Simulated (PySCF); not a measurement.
Isomers of C6H12N2SSi, mass 172.049 u with the commonest isotopes. Level of theory: PBE0/pcSseg-1 in PySCF (dipole) on a GFN2-xTB geometry, gas phase. One conformer each, none proved a minimum here; rigid rotors.

Question: Order these by rotational constant C, largest first.
A. `C[Si](C)(c1sc(C)nn1)C`
B. `Cc1snnc1[Si](C)(C)C`
C. `CC(C)(C)c1snnc1[SiH3]`

Answer: C (617.7 MHz), B (569.6 MHz), A (532.6 MHz).

Question: Order these by out-of-plane moment Σ m c² = (Ia + Ib − Ic)/2, largest first.
A. `Cc1nnc([Si](C)(C)C)s1`
B. `[CH3:1][NH:2][Si@@:3]1([C:4]#[N:5])[CH2:6][CH2:7][C@@H:8]1[S:9][CH3:10]` with C1–N2–Si3–C4 -41°, C7–C8–S9–C10 73°, N2–Si3–C6–C7 121°, Si3–C6–C7–C8 -11°, C6–C7–C8–S9 132°, N2–Si3–C8–C7 -136°
C. `CC(C)(C)c1snnc1[SiH3]`

Answer: B (146.62 u·Å²), A (84.53 u·Å²), C (58.16 u·Å²).

Question: Order these by rotational constant B, largest first.
A. `CC(C)(C)C1=C([SiH3])N=NS1`
B. `[CH3:1][NH:2][Si@@:3]1([C:4]#[N:5])[CH2:6][CH2:7][C@@H:8]1[S:9][CH3:10]` with C1–N2–Si3–C4 -41°, C7–C8–S9–C10 73°, N2–Si3–C6–C7 121°, Si3–C6–C7–C8 -11°, C6–C7–C8–S9 132°, N2–Si3–C8–C7 -136°
C. `Cc1snnc1[Si](C)(C)C`
D. `Cc1nnc([Si](C)(C)C)s1`

Answer: A (1015 MHz), C (683.7 MHz), B (604.5 MHz), D (589.8 MHz).

```
                   SMILES  point group  Ia (u·Å²)  Ib (u·Å²)  Ic (u·Å²)      κ  μa (D)  μb (D)  μc (D)
    CC(C)(C)c1snnc1[SiH3]           C1     436.36     498.13     818.17   0.47    3.45    2.70    0.02
    Cc1nnc([Si](C)(C)C)s1           Cs     261.07     856.84     948.85  -0.92    0.39    2.83    0.00
      Cc1snnc1[Si](C)(C)C           C1     317.54     739.15     887.33  -0.78    1.30    3.87    0.06
CN[Si@@]1(C#N)CC[C@@H]1SC           C1     352.84     835.97     895.57  -0.91    0.38    5.39    1.49
```
